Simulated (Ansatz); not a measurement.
Gas-phase electronic energies from Ansatz, PBE0-D4/def2-TZVP geometries. CCSD(T)/CBS adds triple-zeta CCSD(T) − MP2 to the extrapolated MP2 energy (def2 sets, frozen cores). Functionals use def2-TZVPP. For Ge outer-core shells are correlated without core-valence functions, which leaves a few kJ/mol of doubt a bond. Scalar relativity is left out up to krypton.

`C[Si](F)(F)[SiH3]` + `B[BH][GeH3]` → `B[Si](F)(F)[SiH3]` + `C[BH][GeH3]`  (redistribution)

```tsv
level	ΔE (kJ/mol)
PBE-QIDH	50.0
HF/def2-TZVPP	40.1
```

(1) What does CCSD(T)/CBS give? (An estimate is asked.)

Largest T1 diagnostic among the species: 0.013.

Answers

(1) Ansatz gave: +48.0 kJ/mol. The listed levels differ from it by 2.0, -7.9 kJ/mol.

From BLYP to BHLYP (50 % exact exchange), in def2-TZVPP and without D4, ΔE moves by −3.5 kJ/mol. Leaving LDA and LC-ωPBE aside and taking each functional with its dispersion term where it has one, the values, not all of them listed here, spread over 11.1 kJ/mol, from ωB97X-V to B97M-V. LDA lies +7.3 kJ/mol from PBE without D4. In def2-TZVPP, CCSD(T) changes the Hartree–Fock value by +7.3 kJ/mol (the triples alone add +1.3 kJ/mol) and MP2 by +9.3 kJ/mol.
